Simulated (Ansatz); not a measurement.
`B[Se][SiH2]Cl` + `NC(O)BF` → `B[Se]C(N)O` + `FB[SiH2]Cl`  (redistribution)

Calculated with Ansatz (gas phase, PBE0-D4/def2-TZVP geometries, no zero-point term in ΔE). CBS: MP2 limit from def2 TZ/QZ plus the TZ coupled-cluster correction, frozen cores. DFT in def2-TZVPP. B3LYP here is the variant with VWN-RPA as its local correlation; programs differ in this. For Se outer-core shells are correlated without core-valence functions, which leaves a few kJ/mol of doubt a bond. Scalar relativity is left out up to krypton. One conformer a species, not always the lowest.

```json
{"level": "PBE-D4", "ΔE (kJ/mol)": "101.7", "difference from CCSD(T)/CBS": "-12.5"}
{"level": "r2SCAN-D4", "ΔE (kJ/mol)": "110.2", "difference from CCSD(T)/CBS": "-4.0"}
{"level": "PBE0-D4", "ΔE (kJ/mol)": "109.9", "difference from CCSD(T)/CBS": "-4.3"}
{"level": "B3LYP-D4", "ΔE (kJ/mol)": "109.8", "difference from CCSD(T)/CBS": "-4.4"}
{"level": "ωB97X-V", "ΔE (kJ/mol)": "110.3", "difference from CCSD(T)/CBS": "-3.9"}
{"level": "ωB97M-V", "ΔE (kJ/mol)": "115.9", "difference from CCSD(T)/CBS": "1.7"}
{"level": "B2PLYP", "ΔE (kJ/mol)": "113.1", "difference from CCSD(T)/CBS": "-1.1"}
{"level": "PBE", "ΔE (kJ/mol)": "102.0", "difference from CCSD(T)/CBS": "-12.2"}
{"level": "r2SCAN", "ΔE (kJ/mol)": "110.3", "difference from CCSD(T)/CBS": "-3.9"}
{"level": "PBE0", "ΔE (kJ/mol)": "110.1", "difference from CCSD(T)/CBS": "-4.1"}
{"level": "B3LYP", "ΔE (kJ/mol)": "110.2", "difference from CCSD(T)/CBS": "-4.0"}
{"level": "HF/def2-TZVPP", "ΔE (kJ/mol)": "128.6", "difference from CCSD(T)/CBS": "14.4"}
{"level": "MP2/def2-TZVPP", "ΔE (kJ/mol)": "117.1", "difference from CCSD(T)/CBS": "2.9"}
{"level": "SCS-MP2/def2-TZVPP", "ΔE (kJ/mol)": "115.1", "difference from CCSD(T)/CBS": "0.9"}
{"level": "CCSD/def2-TZVPP", "ΔE (kJ/mol)": "113.0", "difference from CCSD(T)/CBS": "-1.2"}
{"level": "CCSD(T)/def2-TZVPP", "ΔE (kJ/mol)": "109.4", "difference from CCSD(T)/CBS": "-4.8"}
{"level": "HF/def2-QZVPP", "ΔE (kJ/mol)": "128.8", "difference from CCSD(T)/CBS": "14.6"}
{"level": "MP2/def2-QZVPP", "ΔE (kJ/mol)": "120.0", "difference from CCSD(T)/CBS": "5.8"}
{"level": "SCS-MP2/def2-QZVPP", "ΔE (kJ/mol)": "117.8", "difference from CCSD(T)/CBS": "3.6"}
{"level": "HF/CBS(def2)", "ΔE (kJ/mol)": "128.8", "difference from CCSD(T)/CBS": "14.6"}
{"level": "MP2/CBS(def2)", "ΔE (kJ/mol)": "122.0", "difference from CCSD(T)/CBS": "7.8"}
{"level": "CCSD/CBS(def2)", "ΔE (kJ/mol)": "117.8", "difference from CCSD(T)/CBS": "3.6"}
{"level": "CCSD(T)/CBS", "ΔE (kJ/mol)": "114.2", "difference from CCSD(T)/CBS": "0"}
```

Largest T1 diagnostic among the species: 0.013.

In def2-TZVPP, CCSD(T) changes the Hartree–Fock value by −19.2 kJ/mol (the triples alone add −3.6 kJ/mol) and MP2 by −11.5 kJ/mol. From PBE to PBE0 (25 % exact exchange), in def2-TZVPP and without D4, ΔE moves by +8.1 kJ/mol.
